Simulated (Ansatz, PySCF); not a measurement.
Scan of H2Mg, singlet: symmetric bend, bond length relaxed. Scanned: H-Mg-H angle. Other coordinates (Mg-H bond length) were minimised at B3LYP/def2-TZVP.

Computed with: RHF/6-31G* = restricted Hartree-Fock/6-31G*, spherical d run with PySCF 2.14.0; FCI/def2-TZVP = full CI/def2-TZVP, frozen core (Ansatz, a first-principles code).

Energies relative to the lowest point of each profile, in kcal/mol:

```tsv
a / °	RHF/6-31G*
180	0.0
170.84	0.3
160.20	1.6
149.45	3.8
140.47	6.3
129.60	10.4
120.97	14.6
109.35	21.6
100.07	28.7
91.25	36.8
81.03	48.2
70.75	62.4
```

Question: Predict the corresponding FCI/def2-TZVP column.

Answer: 180: 0.0; 170.84: 0.3; 160.20: 1.3; 149.45: 3.1; 140.47: 5.4; 129.60: 9.1; 120.97: 12.8; 109.35: 19.0; 100.07: 25.0; 91.25: 32.0; 81.03: 41.8; 70.75: 54.2 (kcal/mol).
